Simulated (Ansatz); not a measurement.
`CO[SiH2][SeH]` → `OC[SiH2][SeH]`  (isomerisation)

Gas-phase electronic energies from Ansatz, PBE0-D4/def2-TZVP geometries. CCSD(T)/CBS is the MP2 limit (def2-TZVPP, def2-QZVPP) plus CCSD(T) − MP2 in def2-TZVPP, frozen cores. DFT in def2-TZVPP. For Se outer-core shells are correlated without core-valence functions, which leaves a few kJ/mol of doubt a bond. Scalar relativity is left out up to krypton. Each species was taken in one conformer, which may not be the lowest.

`CO[SiH2][SeH]`:

Cartesian coordinates in Å:
```
C 0.928 1.042 -0.969
O 0.638 -0.188 -0.342
Si -0.832 -0.525 0.298
Se -0.735 -2.450 1.479
H 0.408 1.131 -1.930
H 0.646 1.894 -0.339
H 2.002 1.086 -1.151
H -1.258 0.612 1.157
H -1.851 -0.769 -0.757
H 0.055 -1.834 2.553
```

`OC[SiH2][SeH]`:

Cartesian coordinates in Å:
```
O -0.405 1.673 0.688
C 0.558 0.654 0.517
Si -0.322 -0.965 0.117
Se -1.441 -0.926 -1.867
H 0.046 2.510 0.825
H 1.156 0.494 1.428
H 1.265 0.881 -0.294
H 0.704 -2.042 0.100
H -1.358 -1.251 1.139
H -0.203 -1.027 -2.651
```

(1) Is it downhill or uphill in electronic energy at CCSD(T)/CBS, and by how much? (Estimate.)

(2) What do these levels give: LDA (SPW92), revPBE-D4, BLYP-D4, PBE, BLYP, CCSD(T)/def2-TZVPP? (Estimate.)

(3) What do rigid-rotor, harmonic-oscillator terms from PBE0-D4/def2-TZVP frequencies (298.15 K, 1 bar) make of the CCSD(T)/CBS value? (Estimate.)

Largest T1 diagnostic among the species: 0.010.

## Answers

(1) Computed: Uphill: ΔE = +108.7 kJ/mol.

(2) Computed: LDA (SPW92) 98.9, revPBE-D4 96.5, BLYP-D4 107.2, PBE 98.0, BLYP 108.7, CCSD(T)/def2-TZVPP 109.3 kJ/mol.

(3) Computed: ΔZPE = -2.0 kJ/mol, ΔH = +106.6 kJ/mol, ΔS = -5 J/(mol·K), ΔG = +108.0 kJ/mol. Modes under 50 cm⁻¹ make the entropy rough.

From BLYP to BHLYP (50 % exact exchange), in def2-TZVPP and without D4, ΔE moves by +8.1 kJ/mol. Leaving LDA and LC-ωPBE aside and taking each functional with its dispersion term where it has one, the values, not all of them listed here, spread over 19.0 kJ/mol, from revPBE-D4 to BHLYP-D4.
